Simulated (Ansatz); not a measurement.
Mulliken charges of `[CH3][Ga]1[O]C[O]1` from PBE/def2-TZVPP in Ansatz (PBE0-D4/def2-TZVP geometry).

```tsv
atom	x (Å)	y (Å)	z (Å)	charge (e)
C1	-1.944	-0.744	-0.500	-0.377
Ga2	-0.191	-0.075	-0.052	0.469
O3	1.252	-0.445	0.991	-0.383
C4	1.877	0.718	0.481	0.173
O5	0.954	1.286	-0.429	-0.383
H6	-1.945	-1.834	-0.476	0.119
H7	-2.675	-0.378	0.223	0.116
H8	-2.231	-0.404	-1.495	0.120
H9	2.094	1.423	1.294	0.073
H10	2.809	0.454	-0.037	0.073
```

By hand: the dipole of these point charges (1 e Å = 4.8032 D).

Σ q r = (-0.328, -0.126, -0.086) e Å, of length 0.362 e Å = 1.74 D.

How does the dipole of the full density compare? (Estimate.)

The calculation gave: (-0.567, -0.216, -0.144) e Å, 3.00 D; the point charges give 0.58 times that, at 0° from its direction.

Point charges leave out the atoms' own dipoles, such as those of lone pairs, and Mulliken's split depends on the basis, so the two needn't agree.
